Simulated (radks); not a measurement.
Excited configurations of neutral tellurium: one electron is placed in a higher orbital outside [Kr] 4d10 5s2 5p3. The ground configuration is [Kr] 4d10 5s2 5p4. All-electron calculation, scalar-relativistic Kohn-Sham, BLYP, spin-polarised, spherical densities, finite nucleus; open shells are filled with parallel spins first (spin-orbit coupling, left out, can overturn this in heavy ions); Fermi nuclear charge, rms radius 4.7423 fm. Program: a radial shooting solver on a logarithmic mesh with Libxc functionals. Excitation = E - E(ground); binding = E(ion) - E, where the ion is the core of charge +1; n* = 1/sqrt(2 binding) in atomic units, and the quantum defect is n - n*.

| outer orbital | excitation (eV) | binding (eV) | quantum defect | eigenvalue (eV) | <r> (bohr) |
|---|---|---|---|---|---|
| 5d | 6.650 | 2.082 | 2.444 | -0.573 | 6.988 |
| 6s | 5.254 | 3.478 | 4.022 | -1.899 | 6.211 |
| 6p | 6.474 | 2.258 | 3.545 | -1.157 | 8.422 |
| 7s | 7.032 | 1.700 | 4.171 | -0.995 | 12.79 |
| 7d | 7.900 | 0.832 | 2.956 | -0.476 | 24.16 |
| 7f | 8.321 | 0.411 | 1.249 | -0.277 | 61.19 |

The Delta-SCF ionisation energy is 8.732 eV (NIST Atomic Spectra Database: 9.010 eV, measured). Self-interaction in the functional shifts the binding energies and quantum defects, so they are the method's values and not measured ones. Open shells are spherical and high-spin; term and fine-structure splittings are not resolved. Spin-orbit splitting is averaged out at the scalar-relativistic level.
